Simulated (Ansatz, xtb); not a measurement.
## Relative energy of two structures of B2H8N2

Structure X is `[BH2-]=[NH+][BH2-][NH3+]`, a singlet and structure Y is a singlet given by its coordinates. Both are isolated molecules in the gas phase, relaxed with PBE0-D4/def2-SVP; the shapes shown needn't be the lowest conformers.

X (Å):

```xyz
12

B    -1.5859   -0.7046   -1.9503
B    -0.1527    0.0001    0.1528
N    -0.8515    0.1853   -1.1907
N     0.2925   -1.5584    0.1919
H    -2.1064   -0.3747   -2.9943
H    -1.7099   -1.8677   -1.5808
H    -0.7808    1.1296   -1.5556
H     0.8799    0.6557    0.2472
H    -0.8769    0.1419    1.1358
H     0.6167   -1.8340    1.1179
H     1.0282   -1.7516   -0.4898
H    -0.5157   -2.1315   -0.0705
```

Y (Å):

```xyz
12

B    -2.1559    1.0256   -0.5617
B    -0.2041    0.6160   -0.5549
N    -0.9360    1.8350    0.0283
N     0.5995    0.8497   -1.7298
H    -2.5728    1.5271   -1.5850
H    -2.9510    0.6737    0.2829
H    -1.5158   -0.0422   -0.9014
H    -0.7288    2.7261   -0.4127
H    -0.9152    1.9267    1.0381
H     0.1649   -0.2003    0.2586
H     0.2158    1.4047   -2.4869
H     1.1057    0.0553   -2.1003
```

Close contacts (Å): B1–B2 1.99, B1–N3 1.58, B2–N3 1.54, B2–N4 1.44, B1–H5 1.21, B1–H6 1.21, B1–H7 1.29, B2–H7 1.51, B2–H10 1.21, N3–H8 1.02, N3–H9 1.01, N4–H11 1.01, N4–H12 1.01.

Energies in hartree; the thermal terms are from PBE0-D4/def2-SVP harmonic frequencies (ideal gas, rigid rotor, one conformer each, 298.15 K, 1 atm) and include the zero-point energy:

|  | X | Y |
| --- | --- | --- |
| E, CCSD(T)/def2-SVP | −163.482945 | −163.481265 |
| E, MP2/def2-SVP | −163.414807 | −163.414816 |
| E, MP2/def2-TZVPP | −163.724291 | −163.726731 |
| zero-point energy | 0.101319 | 0.101169 |
| H(298 K) − E | 0.108220 | 0.107549 |
| G(298 K) − E | 0.072817 | 0.074025 |

Question: Correct the CCSD(T) difference for the basis set by the MP2 change, then work out ΔE, ΔE₀, ΔH and ΔG for X → Y in kJ/mol (1 Eh = 2625.50 kJ/mol) and the equilibrium ratio [Y]/[X].

Answer: 1. Differences Y − X: CCSD(T) +0.001680, MP2 in the small set −0.000009, MP2 in the large set −0.002440 Eh.
2. ΔE = +0.001680 + (−0.002440 − (−0.000009)) = −0.000751 Eh = −1.97 kJ/mol.
3. ΔE₀ = ΔE + ΔZPE = −0.000751 + (−0.000150) Eh = −2.37 kJ/mol.
4. ΔH = ΔE + (−0.000671) Eh = −3.73 kJ/mol.
5. ΔG = ΔE + (+0.001208) Eh = +1.20 kJ/mol, so ΔS = (ΔH − ΔG)/T = −16.5 J/(mol K).
6. kT = 0.9442 mEh, so K = [Y]/[X] = exp(−ΔG/kT) = exp(−0.48) ≈ 0.62.

The two are too close for this level to say which is favoured. An error of 4 kJ/mol in ΔG would change K by a factor of 5. Mirror images and further conformers aren't counted.

Other levels gave ΔE = −14.8 (PBE0-D4/def2-SVP); +11.5 (HF/def2-SVP); 0.0 (MP2/def2-SVP); +4.4 (CCSD(T)/def2-SVP) kJ/mol. The correlated steps freeze 4 core orbitals. Programs: Ansatz 0.2.0.
